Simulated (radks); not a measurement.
Results of a calculation; reference values are marked as such.
Problem. Isoelectronic series with 1 electrons, each ion in its NIST ground configuration. Code: a radial shooting solver on a logarithmic mesh with Libxc functionals. Model: scalar-relativistic Kohn-Sham, PBEsol, spin-polarised, spherical densities, point nucleus; open shells are filled with parallel spins first. Total energies (hartree) and orbital eigenvalues (eV):

ion    configuration  E (hartree)      1s up
H                1s1     -0.48872    -7.3914
He+              1s1     -1.96968   -41.5160
Li2+             1s1     -4.45051  -102.8324
Be3+             1s1     -7.93195  -191.3705
B4+              1s1    -12.41464  -307.1492
C5+              1s1    -17.89932  -450.1890
N6+              1s1    -24.38689  -620.5137
O7+              1s1    -31.87839  -818.1515
F8+              1s1    -40.37504  -1043.135
Ne9+             1s1    -49.87821  -1295.500
Mg11+            1s1    -71.91041  -1882.545
Al12+            1s1    -84.44302  -2217.321
Si13+            1s1    -97.98929  -2579.670
P14+             1s1   -112.55145  -2969.652
S15+             1s1   -128.13186  -3387.332
Cl16+            1s1   -144.73310  -3832.777
Ar17+            1s1   -162.35789  -4306.062
K18+             1s1   -181.00915  -4807.265
Sc20+            1s1   -221.40364  -5893.764
Ti21+            1s1   -243.15362  -6479.242
V22+             1s1   -265.94356  -7093.001

Estimate the row of Ca19+ (1s1).

Solution. E (hartree) -200.68997; 1s up -5336.470.
